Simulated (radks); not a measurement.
All-electron atom: Cl3+ in [Ne] 3s2 3p1 4f1 (not the ground configuration). Calculated with a radial shooting solver on a logarithmic mesh with Libxc functionals: Dirac Kohn-Sham, RPBE, spin-unpolarised, spherical densities, finite nucleus; open shells fill j = l - 1/2 first; Fermi nuclear charge, rms radius 3.3654 fm.

Spin-orbit splittings of the eigenvalues, e(l+1/2) - e(l-1/2), with zeta = 2 splitting/(2l+1) and mean radii in bohr:

| shell | occ. | splitting (eV) | zeta (eV) | <r> j=l-1/2 | <r> j=l+1/2 |
|---|---|---|---|---|---|
| 2p | 6 | 1.714 | 1.142 | 0.4028 | 0.4051 |
| 3p | 1 | 0.2030 | 0.1353 | 1.452 | 1.457 |
| 3d | 0 | 0.01469 | 0.005876 | 1.656 | 1.657 |
| 4f | 1 | 0.0004175 | 0.0001193 | 4.260 | 4.260 |
